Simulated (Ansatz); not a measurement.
Reaction (redistribution): `C[SiH2][AsH2]` + `[SiH3][CH2][SnH2][Cl]` → `C[SiH]([SiH3])[AsH2]` + `[CH3][SnH2][Cl]`

Gas-phase electronic energies from Ansatz, PBE0-D4/def2-TZVP geometries. CCSD(T)/CBS adds triple-zeta CCSD(T) − MP2 to the extrapolated MP2 energy (def2 sets, frozen cores). DFT in def2-TZVPP. Elements past krypton have def2 core potentials. For As, Sn outer-core shells are correlated without core-valence functions, which leaves a few kJ/mol of doubt a bond. Scalar relativity is left out up to krypton. One conformer a species, not always the lowest.

```tsv
level	ΔE (kcal/mol)
PBE	-4.3
SCS-MP2/def2-QZVPP	0.8
```

(1) What does CCSD(T)/CBS give? (Estimate.)

Largest T1 diagnostic among the species: 0.012.

Results:

(1) Ansatz gave: -0.7 kcal/mol. The listed levels differ from it by -3.6, 1.5 kcal/mol.

From PBE to PBE0 (25 % exact exchange), in def2-TZVPP and without D4, ΔE moves by +1.0 kcal/mol.
